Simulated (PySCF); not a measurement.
A small calculation by hand: chemical shift, span and skew from a shielding tensor

tert-butylarsine (C₄H₁₁As), SMILES CC(C)([AsH2])C. Atoms are numbered in the order given.

```xyz
16

C     -1.3653    -1.4470     0.0000
C     -0.8402    -0.0078     0.0000
C     -1.3056     0.7357    -1.2607
C     -1.3056     0.7357     1.2607
As     1.1927     0.0551     0.0000
H     -2.4790    -1.4485     0.0000
H     -1.0292    -2.0066     0.8961
H     -1.0292    -2.0066    -0.8961
H     -0.9264     1.7779    -1.2905
H     -2.4166     0.7831    -1.2875
H     -0.9727     0.2235    -2.1870
H     -0.9264     1.7779     1.2905
H     -0.9727     0.2235     2.1870
H     -2.4166     0.7831     1.2875
H      1.3546    -1.0119     1.1033
H      1.3546    -1.0119    -1.1033
```

Geometry: PBE-D3(BJ)/def2-SVP.

GIAO shieldings from PBE/pcSseg-1 run with PySCF, non-relativistic, no solvent. The symmetric part of the tensor of C1 has the principal values 112.7, 123.8, 174.6 ppm. The same nucleus in TMS has σ = 182.0 ppm at this level (PySCF, at its B3LYP-D3(BJ)/def2-TZVP geometry).

**Question.** Work out the isotropic shielding, the ¹³C shift against TMS, the span and the skew.

**Answer.** 
σ(iso) = (σ11 + σ22 + σ33)/3 = 137.0 ppm. δ = σ(ref) − σ(iso) = 182.0 − (137.0) = 45.0 ppm.
Span Ω = σ33 − σ11 = 61.9 ppm. Skew κ = 3(σ(iso) − σ22)/Ω = 0.64. Tumbling in solution averages the tensor to δ; in a static solid the shielding alone would spread this spin-1/2 line over Ω.
